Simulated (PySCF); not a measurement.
## Excitation energy of Ar by level of theory

Ar [Ar] (1S) → Ar [Ne] 3s1 3p6 4p1 (3P), as a difference of total energies. Calculation: PySCF 2.14, in aug-cc-pV(Q+d)Z with one added diffuse shell each of s, p, d, f, g type (8s7p6d4f3g, 114 functions); the non-relativistic Hamiltonian (point nucleus). Correlated levels: valence: [Ne] frozen. The calculations carry no spin-orbit coupling.

| method | excitation energy (cm⁻¹) |
| --- | --- |
| UHF | 246250 |
| LDA | 218790 |
| PBE | 218510 |
| PBE0 | 227610 |
| r2SCAN | 227870 |
| r2SCANh | 230190 |
| r2SCAN0 | 233660 |
| CAM-B3LYP | 228780 |
| MP2 (valence) | 217740 |
| SCS-MP2 (valence) | 211830 |

The upper state lies above the first ionisation limit, where it may autoionise and the basis confines it. A Rydberg-like electron needs more diffuse functions than a valence basis has.

The promoted electron is Rydberg-like, and one or two diffuse shells describe it only roughly, which tends to raise the upper state.
